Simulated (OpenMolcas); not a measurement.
Fe5+, Ru5+, Os5+: d3 down the group

```
Program             : OpenMolcas
Method              : SS-CASPT2, IPEA 0.25 Eh, imaginary shift 0.1 Eh
Basis               : ANO-R3
Scalar Hamiltonian  : X2C, finite nucleus
Spin-orbit coupling : RASSI with atomic mean-field integrals over the reference wave functions, term energies averaged over their components
```

Active space for each ion: 3 electrons in 5 orbitals (d); closed shells correlated by CASPT2: Fe5+ 3s 3p; Ru5+ 4s 4p; Os5+ 5s 5p.

Computed levels in cm-1 above 4F 3/2:

```csv
Level,Fe5+,Ru5+,Os5+
4F 5/2,526,1387,6310
4F 7/2,1232,3070,11330
4F 9/2,2090,4890,14550
4P 1/2,19390,13980,17540
4P 5/2,20210,16070,25150
2G 7/2,20590,15820,22900
2G 9/2,21310,16830,36820
2P 1/2,28160,21010,30080
2H 9/2,28600,22030,23910
weight of 4F in the lowest level (%),100,98,83
```

Mixed levels, with the weight of the term that names them: Ru5+ 2G 9/2 (73 %), Os5+ 4F 9/2 (56 %), Os5+ 4P 1/2 (72 %), Os5+ 2G 9/2 (58 %), Os5+ 2P 1/2 (72 %), Os5+ 2H 9/2 (57 %).

Measured, with the error of the calculation in %. Measured levels: Fe5+ from Corliss and Sugar, J. Phys. Chem. Ref. Data 11, 135 (1982); Os5+ from the list in Brasseur, Palmeri and Quinet, Atoms 13, 11 (2025).

```csv
Level,Fe5+,Os5+
4F 5/2,511 (+2.8),6397 (-1.4)
4F 7/2,1188 (+3.7),11444 (-1.0)
4F 9/2,2001 (+4.6),14678 (-0.9)
4P 1/2,18738 (+3.5),16772 (+4.6)
4P 5/2,19611 (+3.1),24828 (+1.3)
2G 7/2,20616 (-0.1),22920 (-0.1)
2G 9/2,21315 (0),37019 (-0.5)
2P 1/2,26496 (+6.3),28860 (+4.2)
2H 9/2,28724 (-0.4),24028 (-0.5)
```

The fine-structure level 4F 9/2 changes by a factor of 6.96 from Fe5+ to Os5+.

Without spin-orbit coupling 4P lies 18700, 12400, 11680 cm-1 above 4F in that order; the difference to the level 4P 1/2, of either sign, comes from spin-orbit coupling, which also lowers the zero.

CASPT2 breaks the degeneracy within a term, and the mean is taken; among the terms shown or strongly mixed into the levels shown the widest spread is 750 cm-1 (3d3 2H, Fe5+). The CASPT2 spread within a term exceeds the gap to the next term for 3d3 2P and 3d3 2H, so the order of their levels is uncertain (figures for Fe5+; the like holds for Ru5+, Os5+). Computed and measured levels are paired by configuration, term and J; levels that our copy of the source lacks, or whose pairing is in doubt (as where it misses far off the trend of its configuration), stay unpaired and out of the deviations. Only configurations of the active space appear.
